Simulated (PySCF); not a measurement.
**BeF from Hartree–Fock to correlated methods**

State: ²Σ⁺ (doublet), unpaired electrons σ ↑. Set-up: Be aug-cc-pVDZ, F aug-cc-pVDZ; no relativity (PySCF 2.14). De refers to Be + F in their high-spin ground configurations, without counterpoise correction. The functionals are run spin-unrestricted. A positive dipole means Be(−)F(+). Levels whose curve was spin-contaminated or gave no clean fit are not listed.

```
      Level  Re (Å)  ωe (cm⁻¹)  De (eV)  μ (D)  CPU s a point (SCF and correlation, without the integrals)
        UHF   1.391       1251     4.72  -1.41                                                       0.075
    UHF-MP2   1.411       1177     6.11    n/a                                                        0.13
UHF-SCS-MP2   1.409       1177     5.79    n/a                                                         n/a
   UHF-CCSD   1.406       1191     5.31    n/a                                                         n/a
UHF-CCSD(T)   1.409       1181     5.40    n/a                                                         3.2
        PBE   1.408       1180     6.14  -1.26                                                        0.35
     r²SCAN   1.402       1202     6.12  -1.29                                                        0.53
       PBE0   1.397       1214     5.87  -1.31                                                        0.51
    r²SCAN0   1.395       1224     5.87  -1.35                                                         0.6
     M06-2X   1.391       1232     5.81  -1.36                                                         2.6
    LC-ωPBE   1.400       1210     6.05  -1.28                                                        0.42
```

(1) Which functional lies closest to UHF-CCSD(T) in De, which farthest, and by how much do they differ from it?

(2) What does a quarter of exact exchange do here, going from PBE to PBE0?

(3) What does the step from GGA to meta-GGA do here, going from PBE to r²SCAN?

Correlated steps freeze 1 core orbital. Correlated levels converge slowly with the basis: in double zeta they bind strong bonds too weakly, by up to about 1 eV, and carry superposition errors of some tenths. The state is the lowest determinant that a PBE0 search found; another state may lie lower at other levels.

The whole job (state search and all levels along the bond) took about 2.4 min on 1 thread of Arm Neoverse V2 (shared host), peak memory 0.57 GiB.

Answers

(1) Closest is M06-2X (-1.8 pm in Re, +4.3 % in ωe, +0.41 eV in De against UHF-CCSD(T) in the same basis), farthest PBE (-0.1 pm in Re, -0.1 % in ωe, +0.74 eV in De). CCSD(T) converges more slowly with the basis than the functionals do and binds too weakly in this one, so the order can change at the basis-set limit.

(2) PBE0 less PBE: -1.1 pm in Re, +2.9 % in ωe, -0.27 eV in De. Exact exchange removes part of the self-interaction that spreads semilocal densities, and in most molecules shortens and stiffens the bond and lowers De; so it does here.

(3) r²SCAN less PBE: -0.6 pm in Re, +1.9 % in ωe, -0.02 eV in De.
